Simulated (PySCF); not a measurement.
GeHCl₃, SMILES [Cl][GeH]([Cl])[Cl].

Geometry optimised at r2SCAN-D4/def2-SVP. The isomer is the one that the SMILES or the coordinates give; other isomers of the formula were not compared.

Two levels are set side by side: PBE/def2-TZVP (PySCF) and HF/def2-TZVP (PySCF). Same geometry, gas phase. Differences are taken from unrounded values.

```tsv
quantity	HF
orbital gap (eV)	15.13
highest occupied level (eV)	-12.76
lowest empty level (eV)	2.37
dipole moment (D)	1.65
mean polarisability (bohr³)	58.7
```

Problem. What does PBE give, and how far is it from HF? (The exact figures need the calculation; the answer reports its results.)

Solution. 
| quantity | PBE | PBE minus HF |
|---|---|---|
| orbital gap (eV) | 5.39 | -9.74 |
| highest occupied level (eV) | -7.94 | 4.82 |
| lowest empty level (eV) | -2.55 | -4.92 |
| dipole moment (D) | 1.40 | -0.25 |
| mean polarisability (bohr³) | 65.1 | 6.4 |

Without exact exchange PBE keeps part of each electron's self-repulsion, which lifts occupied levels and narrows the gap. PBE's more diffuse valence density responds more strongly to a field. Differences between two approximate levels are no errors against the true value.

Rough cost on one machine, each run with all the roots and properties that it gave: HF against PBE about 1/3.
